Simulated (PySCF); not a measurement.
InCl at PBEsol

Computed with PBEsol; In def2-TZVPPD with ECP28, Cl def2-TZVPPD; scalar-relativistic core potentials (PySCF 2.14).

```json
{
 "state": "¹Σ⁺ (singlet), closed shell",
 "bond length": "2.411 Å",
 "harmonic wavenumber": "310 cm⁻¹",
 "force constant": "1.52 mdyn/Å",
 "rotational constant Be": "0.1082 cm⁻¹",
 "anharmonicity ωexe": "1.02 cm⁻¹",
 "vibration–rotation constant αe": "0.000515 cm⁻¹",
 "well depth De to In + Cl": "475 kJ/mol",
 "dissociation energy D0": "473 kJ/mol",
 "HOMO–LUMO gap": "3.91 eV",
 "bond order (Mayer)": "0.90",
 "dipole moment (positive dipole means In(−)Cl(+))": "-3.37 D"
}
```

Spin–orbit coupling is left out, which matters for elements this heavy, above all for dissociation energies.
